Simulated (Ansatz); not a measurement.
Compare A (`NC#[C][SnH2][OH]`) with its isomer B (`C1=C[O][SnH2][NH]1`).

Calculated with Ansatz (gas phase, PBE0-D4/def2-TZVP geometries, no zero-point term in ΔE). CCSD(T)/CBS adds triple-zeta CCSD(T) − MP2 to the extrapolated MP2 energy (def2 sets, frozen cores). Functionals use def2-TZVPP. B3LYP here is the variant with VWN-RPA as its local correlation; programs differ in this. Elements past krypton have def2 core potentials. For Sn outer-core shells are correlated without core-valence functions, which leaves a few kJ/mol of doubt a bond. One conformer a species, not always the lowest.

A:

```xyz
10

N     2.129    1.086    1.444
C     1.179    0.461    0.748
C     0.342   -0.149    0.113
Sn   -1.059   -1.207   -0.964
O    -2.590   -0.005   -1.269
H     1.919    1.292    2.409
H     2.623    1.826    0.970
H    -0.461   -1.631   -2.500
H    -1.651   -2.530   -0.072
H    -2.432    0.857   -0.878
```

B:

```xyz
10

C     0.730    0.875    0.560
C     1.432   -0.123    0.013
O     0.823   -1.127   -0.682
Sn   -1.134   -0.774   -0.621
N    -0.668    0.942    0.350
H     1.207    1.677    1.108
H     2.511   -0.198    0.073
H    -1.725   -0.533   -2.199
H    -1.984   -1.983    0.241
H    -1.192    1.244    1.158
```

Problem. Which isomer does CCSD(T)/CBS put lower? Give the gap. (An estimate is asked.)

Solution. Computed: B, by 19.4 kcal/mol.

Problem. Give E(B) − E(A) in kcal/mol with CCSD(T)/def2-TZVPP, ωB97M-V, r2SCAN-D4, B3LYP-D4, MP2/def2-TZVPP, PBE-D4, B2PLYP. (Best estimate.)

Solution. Computed: CCSD(T)/def2-TZVPP -18.4, ωB97M-V -18.9, r2SCAN-D4 -21.9, B3LYP-D4 -19.2, MP2/def2-TZVPP -16.8, PBE-D4 -22.7, B2PLYP -17.1. None reverses the order clearly.

Largest T1 diagnostic: 0.015.

The D4 term adds −2.1 kcal/mol with B3LYP and −1.0 kcal/mol with PBE0; it sums over pairs of atoms, weighted by their polarisabilities, and B3LYP, whose exchange is more repulsive, gets the larger term. In def2-TZVPP, CCSD(T) changes the Hartree–Fock value by −6.1 kcal/mol (the triples alone add −1.1 kcal/mol) and MP2 by −4.5 kcal/mol.
